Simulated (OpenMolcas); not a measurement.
## Au2+: moving or changing the point charges

Au2+ among 4 point charges of -2.5 e arranged as a tetrahedron (Td), 2.01 Å from the ion.
```
   1.1605    1.1605    1.1605  -2.50
   1.1605   -1.1605   -1.1605  -2.50
  -1.1605    1.1605   -1.1605  -2.50
  -1.1605   -1.1605    1.1605  -2.50
```

| Item | Value |
| --- | --- |
| Program | OpenMolcas 26.06 |
| Method | SS-CASPT2, IPEA 0.25 Eh, imaginary shift 0.1 Eh (closed shells correlated: 4f 5s 5p) |
| Basis | ANO-RCC-VDZP [7s6p4d2f] |
| Scalar Hamiltonian | DKH2, point nucleus |
| Active space | 9 electrons in 5 orbitals (5d) |
| State averaging | 2S+1 = 2 even, 5 roots |
| Spin-orbit coupling | state interaction with AMFI integrals over the reference wave functions |

Runs around this geometry, states (labels of Td). Energies in cm-1 above the lowest state or level, χT in cm3 K/mol; under a threefold ground state the first gap can be a small split of the lowest multiplet, not the spin-orbit step; 10Dq is the gap between the two states; 10Dq is negative for this site.

```csv
R (Å),q (e),Ground state,First state of that spin,10Dq,First gap with spin-orbit (degeneracies),χT at 300 K
2.01,-2,2T2,2E 3430,-3430,"1720 (2, 4)",0.657
1.92,-2.5,2T2,2E 3670,-3674,"1560 (2, 4)",0.661
2.01,-2.5,2T2,2E 3460,-3459,"1600 (2, 4)",0.666
2.22,-2.5,2T2,2E 2800,-2802,"1460 (2, 4)",0.712
```

Taking |10Dq| as R^-n, n = -ln(2802 / 3674) / ln(2.22 / 1.92) = 1.9 between the shortest and longest distance. The point-charge formula for a cubic d site gives n = 5.

Scaling the charges by -2 / -2.5 = 0.80 scales |10Dq| by 3430 / 3459 = 0.99; with fixed orbitals a first-order splitting would follow the charge.

Roots that are degenerate in the reference are averaged as groups; the widest CASPT2 spread within a group is 55 cm-1 (the 2-fold group of multiplicity 2 near 3460 cm-1 above the lowest state of its run, R = 2.01, q = -2.5). Shifts and gaps below about the spread of the groups concerned are not significant. An orbital triplet at a regular site is open to Jahn-Teller coupling, which can distort the site and quench the lowest spin-orbit gaps and is left out. The ground term spreads over less than 5000 cm-1, several times less than with real ligands, so orbital moments are less quenched and χT lies further from the spin-only value than at real sites. Free-ion shares, where given, are those of the reference states; single-state CASPT2 does not remix them. Point charges carry no covalency, so the field is a model and not that of real ligands. No measured value stands beside these numbers.
